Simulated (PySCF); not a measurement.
## Ionisation energy of Cl²⁺ by level of theory

Cl²⁺ [Ne] 3s2 3p3 [3p1/2^2 3p3/2^1, M_J = 3/2] → Cl³⁺ [Ne] 3s2 3p2 [3p1/2^2, M_J = 0], as a difference of total energies. Calculation: PySCF 2.14, in x2c-TZVPall-2c (5s6p2d1f, 40 functions); the two-component X2C-1e Hamiltonian. Correlated levels: [Ne] frozen. "Screened" scales the spin-orbit matrix elements by Boettger's factors to mimic the two-electron term; Breit and QED terms are absent.

| method | ionisation energy (eV) |
| --- | --- |
| GHF (spin-free) | 39.070 |
| GMP2 (spin-free) | 39.590 |
| GHF (screened spin-orbit) | 39.008 |
| GMP2 (screened spin-orbit) | 39.530 |

**Question.** How much does correlation contribute at GMP2 (screened spin-orbit)?

**Answer.** 39.530 − (39.008) = 0.522 eV, measured against GHF (screened spin-orbit).

Errors of the correlated levels include the incompleteness of this basis and the frozen core.

The labels give the starting determinants; with spin-orbit coupling the two ends relaxed to ⟨J²⟩ = 3.75, ⟨L²⟩ = 0.00, ⟨S²⟩ = 3.75 and ⟨J²⟩ = 1.85, ⟨L²⟩ = 2.01, ⟨S²⟩ = 2.00.

The determinant of Cl³⁺ mixes levels of different J (the jj label is only the starting occupation), so the difference between spin-free and spin-orbit rows is not the physical spin-orbit shift.

For comparison: 39.8 ± 0.11 eV (semi-empirical (NIST evaluation); NIST Atomic Spectra Database, ionization energies).
